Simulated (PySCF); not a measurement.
Dipole moment and polarisability of `C=C(Cl)[C@@H]1C[C@@H]1S[SiH3]`

Species: C5H9ClSSi.
Atom-mapped SMILES: `[CH2:1]=[C:2]([Cl:3])[C@@H:4]1[CH2:5][C@@H:6]1[S:7][SiH3:8]` (hydrogens: H9, H10 on C1; H11 on C4; H12, H13 on C5; H14 on C6; H15, H16, H17 on Si8)

Cartesian coordinates in Å at the GFN2-xTB level; atoms count from 1:
```xyz
17
C5H9ClSSi angstrom
C     -1.892    0.234    1.113
C     -1.194    0.997    0.288
Cl    -1.114    2.715    0.570
C     -0.412    0.573   -0.887
C     -0.701   -0.718   -1.607
C      0.559   -0.591   -0.822
S      0.764   -1.560    0.675
Si     2.074   -0.253    1.764
H     -1.955   -0.829    0.973
H     -2.412    0.647    1.959
H     -0.083    1.405   -1.499
H     -0.640   -0.729   -2.685
H     -1.476   -1.351   -1.204
H      1.493   -0.483   -1.357
H      2.314   -0.984    2.993
H      1.392    1.018    1.954
H      3.276   -0.080    0.953
```

Level: CAM-B3LYP/def2-SVPD (PySCF), static field, nuclei fixed, core orbitals frozen in the response. The polarisability tensor in these axes (au):

```
x   113.96  -3.50   6.10
y    -3.50 119.00   1.36
z     6.10   1.36 113.53
```

Give the principal values, the mean and the anisotropy Δα = √{½[(α1 − α2)² + (α2 − α3)² + (α1 − α3)²]}.

Principal values 106.68, 118.39 and 121.42 au; mean 115.50 au = 17.11 Å³ = 19.04 × 10⁻⁴⁰ C²·m²/J; Δα = 13.48 au (12 % of the mean).

What is the dipole moment, and where does it point?

(0.57, -0.42, -0.88) D, 1.13 D in size, pointing from the negative to the positive side. Measured along this direction, the outermost atoms are H10 at the negative end and H12 and H14 at the positive end.

Traceless (Buckingham) quadrupole moment about the centre of nuclear charge: eigenvalues?

-13.03, 4.40, 8.63 D·Å. The values depend on the origin, since the dipole doesn't vanish. The electronic extent ⟨r²⟩ about the same centre is 1752 bohr², a root-mean-square distance of 2.39 Å for the 86 electrons.

Refractivity n − 1 of an ideal gas of it at 400 K and 1 atm, from the electronic α?

N = p/kT = 1.8347 × 10¹⁹ cm⁻³, so n − 1 = 2π × N × 17.11 × 10⁻²⁴ cm³ = 1973 × 10⁻⁶ at long wavelengths.

What molar refraction does this α imply?

Lorentz–Lorenz: R = (4π/3)N_A α = 2.5225 cm³/(mol·Å³) × 17.11 Å³ = 43.2 cm³/mol, in the limit of long wavelengths.

The structure is a single GFN2-xTB conformer in the gas phase; no vibrational or solvent corrections.
